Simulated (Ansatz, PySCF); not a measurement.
This PySCF input computes a B3LYP/def2-TZVPD energy:

```python
from pyscf import gto, scf, dft

mol = gto.M(
    atom='''
    C    -0.82887003    0.04033910    0.27540525
    C     0.65302642   -0.04629898   -0.02558086
    Cl    1.33388926   -1.61785535    0.59742071
    Cl    1.54924575    1.29747360    0.81855229
    Cl   -1.54790087   -1.30891407   -0.83225821
    Cl   -1.33073551    1.63090185   -0.60926926
    H     0.97858506    0.00845681   -1.06452024
    ''',
    basis='def2-tzvpd',
    charge=-1,
    spin=0,
    verbose=4,
)

mf = dft.RKS(mol, xc='b3lyp').density_fit(auxbasis='def2-universal-jkfit')
mf.grids.level = 3
mf.conv_tol = 1e-9
mf.max_cycle = 100
mf.max_memory = 1500
mf.kernel()
if not mf.converged:
    mf = mf.newton()
    mf.kernel(mf.make_rdm1())
mf.analyze()
```

Task: Write an input for the same energy in Ansatz (a quantum-chemistry and plane-wave program) and say what it gives.

Result: 
Ansatz 0.2 input:
```yaml
crystal:
  periodic: [false, false, false]
  atoms:
    - {symbol: C, position_ang: [-0.82887003, 0.04033910, 0.27540525]}
    - {symbol: C, position_ang: [0.65302642, -0.04629898, -0.02558086]}
    - {symbol: Cl, position_ang: [1.33388926, -1.61785535, 0.59742071]}
    - {symbol: Cl, position_ang: [1.54924575, 1.29747360, 0.81855229]}
    - {symbol: Cl, position_ang: [-1.54790087, -1.30891407, -0.83225821]}
    - {symbol: Cl, position_ang: [-1.33073551, 1.63090185, -0.60926926]}
    - {symbol: H, position_ang: [0.97858506, 0.00845681, -1.06452024]}
basis:
  gaussian:
    orbitals: def2-TZVPD
hamiltonian:
  xc: {name: B3LYP}
total_charge: -1
output: {forces: true}
```
It gives -1917.76036 Eh, and PySCF -1917.76040 Eh, a difference of 0.04 mEh, from the treatment of integrals and grids.

It need not be the lowest isomer of its formula. Whether it binds its extra electron was not tested at this geometry.
